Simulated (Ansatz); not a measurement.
One change: `CS[Si]O` becomes `CS[SiH]`.

Ansatz, PBE0-D4/def2-TZVP geometries, multiplicity 1. Each molecule was computed in one conformer, which needn't be the lowest.

| property | `CS[Si]O` |
| --- | --- |
| LUMO energy (PBE/def2-TZVPP) / eV | -2.28 |
| LUMO energy (PBE0/def2-TZVPP) / eV | -1.52 |
| size of the dipole moment (PBE/def2-TZVPP) / D | 1.41 |
| HOMO–LUMO gap (PBE/def2-TZVPP) / eV | 3.42 |
| HOMO energy (PBE/def2-TZVPP) / eV | -5.71 |
| HOMO energy (PBE0/def2-TZVPP) / eV | -6.76 |

Problem. Give the same properties after the change, and the shifts. (An estimate is asked.)

Solution. Ansatz gave: 
```
                                      property  `CS[SiH]`  shift
             LUMO energy (PBE/def2-TZVPP) / eV      -3.04  -0.76
            LUMO energy (PBE0/def2-TZVPP) / eV      -2.26  -0.74
size of the dipole moment (PBE/def2-TZVPP) / D       1.53   0.12
           HOMO–LUMO gap (PBE/def2-TZVPP) / eV       2.60  -0.82
             HOMO energy (PBE/def2-TZVPP) / eV      -5.63   0.08
            HOMO energy (PBE0/def2-TZVPP) / eV      -6.68   0.08
```

With PBE0 the HOMO rises by 0.08 eV and the LUMO falls by 0.74 eV, so the gap narrows by about 0.82 eV. PBE moves the HOMO by 0.08 eV and ωB97M-V by 0.08 eV. Dipoles are sizes alone; their direction can turn.
